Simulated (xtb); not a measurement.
C$_{4}$H$_{9}$ (SMILES C[CH]CC), doublet, from a rough starting geometry; GFN2-xTB (xtb).

xtb was given this input:
```
$ xtb mol.xyz --gfn 2 --uhf 1 --opt vtight --json

# file mol.xyz
13

C      0.80487121     1.83235564    -0.08221365
C      0.84179552     0.28598137    -0.06058769
C     -0.59454398    -0.27721583    -0.05703401
C     -0.58748829    -1.81913934    -0.01383013
H      1.81415262     2.18387073    -0.03553684
H     -1.61024925    -2.25056243    -0.07703183
H      0.21114559     2.22856527     0.82493399
H      0.28447185     2.22378965    -0.97968771
H     -0.06125840    -2.18204225     0.87869176
H     -0.06603277    -2.24641019    -0.96774879
H      1.33403539    -0.04863274     0.82985428
H     -1.16536470     0.09466573    -0.94046271
H     -1.16172256     0.10160283     0.84999967
```

Task: What does xtb print? Leave out banner, timings and long lists.

Result: 
```
   ID    Z sym.   atoms
    1    6 C      1-4
    2    1 H      5-13

           -------------------------------------------------
          |                Calculation Setup                |
           -------------------------------------------------

           -------------------------------------------------
          |                 G F N 2 - x T B                 |
           -------------------------------------------------

          ...................................................
          :                      SETUP                      :
          :.................................................:
          :  # basis functions                  25          :
          :  # atomic orbitals                  25          :
          :  # shells                           17          :
          :  # electrons                        25          :
          :  max. iterations                   250          :
          :  Hamiltonian                  GFN2-xTB          :
          :  restarted?                      false          :
          :  GBSA solvation                  false          :
          :  PC potential                    false          :
          :  electronic temp.          300.0000000     K    :
          :  accuracy                    1.0000000          :
          :  -> integral cutoff          0.2500000E+02      :
          :  -> integral neglect         0.1000000E-07      :
          :  -> SCF convergence          0.1000000E-05 Eh   :
          :  -> wf. convergence          0.1000000E-03 e    :
          :  Broyden damping             0.4000000          :
          :  net charge                          0          :
          :  unpaired electrons                  1          :
          ...................................................

 iter      E             dE          RMSdq      gap      omega  full diag
   1    -13.1821797 -0.131822E+02  0.277E+00   10.41       0.0  T
   2    -13.2138924 -0.317127E-01  0.143E+00   10.50       1.0  T
   3    -13.2144098 -0.517325E-03  0.694E-01   10.61       1.0  T
   4    -13.2145158 -0.106063E-03  0.114E-01   10.59       1.0  T
   5    -13.2145401 -0.242880E-04  0.642E-02   10.62       1.0  T
   6    -13.2145431 -0.298627E-05  0.118E-02   10.61       2.3  T
   7    -13.2145437 -0.612548E-06  0.356E-03   10.61       7.8  T
   8    -13.2145437 -0.116918E-07  0.626E-04   10.61      44.3  T
   9    -13.2145437 -0.873159E-09  0.301E-04   10.61      92.0  T

[...]
 * total energy  :   -13.0719286 Eh     change       -0.3027996E-06 Eh
 * total energy  :   -13.0719289 Eh     change       -0.3261882E-06 Eh
 * total energy  :   -13.0719293 Eh     change       -0.3443447E-06 Eh
 * total energy  :   -13.0719296 Eh     change       -0.3518477E-06 Eh
 * total energy  :   -13.0719300 Eh     change       -0.3398243E-06 Eh
 * total energy  :   -13.0719303 Eh     change       -0.3095434E-06 Eh
 * total energy  :   -13.0719305 Eh     change       -0.2671410E-06 Eh
 * total energy  :   -13.0719308 Eh     change       -0.2202235E-06 Eh
 * total energy  :   -13.0719309 Eh     change       -0.1788541E-06 Eh
 * total energy  :   -13.0719311 Eh     change       -0.1429913E-06 Eh
 * total energy  :   -13.0719312 Eh     change       -0.1173371E-06 Eh
 * total energy  :   -13.0719313 Eh     change       -0.9950481E-07 Eh
   *** GEOMETRY OPTIMIZATION CONVERGED AFTER 60 ITERATIONS ***
         :: total energy             -13.071931305478 Eh    ::
[...]
    11   1 H        0.926     0.021     2.723     2.581
    12   1 H        0.924     0.034     2.529     2.487
    13   1 H        0.923     0.039     2.462     2.454

 Mol. C6AA /au·bohr⁶  :       1140.969050
 Mol. C8AA /au·bohr⁸  :      23895.609117
 Mol. α(0) /au        :         51.365703

Wiberg/Mayer (AO) data.
largest (>0.10) Wiberg bond orders for each atom

 ---------------------------------------------------------------------------
     #   Z sym  total        # sym  WBO       # sym  WBO       # sym  WBO
 ---------------------------------------------------------------------------
     1   6 C    3.998 --     2 C    1.087     8 H    0.981     5 H    0.967
                             7 H    0.943
     2   6 C    3.284 --     1 C    1.087     3 C    1.075    11 H    0.975
     3   6 C    3.998 --     2 C    1.075     4 C    0.999    12 H    0.971
                            13 H    0.935
     4   6 C    3.996 --     3 C    0.999    10 H    0.989     9 H    0.988
                             6 H    0.988
     5   1 H    0.998 --     1 C    0.967
     6   1 H    0.999 --     4 C    0.988
     7   1 H    0.996 --     1 C    0.943
     8   1 H    0.999 --     1 C    0.981
     9   1 H    0.999 --     4 C    0.988
    10   1 H    0.999 --     4 C    0.989
    11   1 H    1.000 --     2 C    0.975
    12   1 H    0.999 --     3 C    0.971
    13   1 H    0.996 --     3 C    0.935
 ---------------------------------------------------------------------------

Topologies differ in total number of bonds
Writing topology from bond orders to xtbtopo.mol

molecular dipole:
                 x           y           z       tot (Debye)
 q only:       -0.072       0.060      -0.038
   full:       -0.095       0.088      -0.012       0.331
molecular quadrupole (traceless):
                xx          xy          yy          xz          yz          zz
 q only:       -0.165       0.397       0.713      -0.075      -0.141      -0.548
  q+dip:        0.215       0.456       0.019       0.338      -0.544      -0.234
   full:       -0.015       0.440       0.380       0.104      -0.293      -0.365

optimized geometry written to: xtbopt.xyz

           -------------------------------------------------
          | TOTAL ENERGY              -13.071931305478 Eh   |
          | GRADIENT NORM               0.000024231455 Eh/α |
          | HOMO-LUMO GAP              10.385088958781 eV   |
           -------------------------------------------------
```
